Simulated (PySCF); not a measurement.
# Phosphorus: a sound run and one with changed settings

Sound run: P²⁺ [Ne] 3s2 3p1, P³⁺ [Ne] 3s2. Computed with PySCF 2.14 in def2-TZVP (5s5p2d1f, 37 functions), with the non-relativistic Hamiltonian (point nucleus). In the sound run the correlated levels freeze [Ne]. The sound run starts from symmetry-adapted Hartree-Fock orbitals and uses a fine grid where one is needed.

Changed run: the spin-free X2C one-electron Hamiltonian (Gaussian nucleus). This setting is unsound on purpose.

| species | method | sound run (hartree) | changed run (hartree) | converged |
| --- | --- | --- | --- | --- |
| P²⁺ | UHF | -339.64140 | -340.37266 | yes |
| P²⁺ | BP86 | -340.17711 | -340.91047 | yes |
| P²⁺ | PBE | -339.99047 | -340.72374 | yes |
| P²⁺ | MP2 | -339.68615 | -340.41741 | yes |
| P²⁺ | CCSD(T) | -339.70639 | -340.43755 | yes |
| P³⁺ | UHF | -338.55398 | -339.28470 | yes |
| P³⁺ | BP86 | -339.06175 | -339.79459 | yes |
| P³⁺ | PBE | -338.87815 | -339.61086 | yes |
| P³⁺ | MP2 | -338.58883 | -339.31953 | yes |
| P³⁺ | CCSD(T) | -338.60340 | -339.33401 | yes |

Ionisation energy of P²⁺:

```tsv
method	sound run (eV)	changed run (eV)
UHF	29.590	29.605
BP86	30.350	30.365
PBE	30.268	30.283
MP2	29.860	29.875
SCS-MP2	29.848	29.863
CCSD	29.986	30.002
CCSD(T)	30.014	30.029
```

Most of the change in total energy is the relativistic energy itself. On top of that the contraction fixes the core shape for the Hamiltonian it was made with, so the changed run is not a good calculation with the other Hamiltonian either.

For comparison, NIST gives 30.203 eV between the lowest levels.
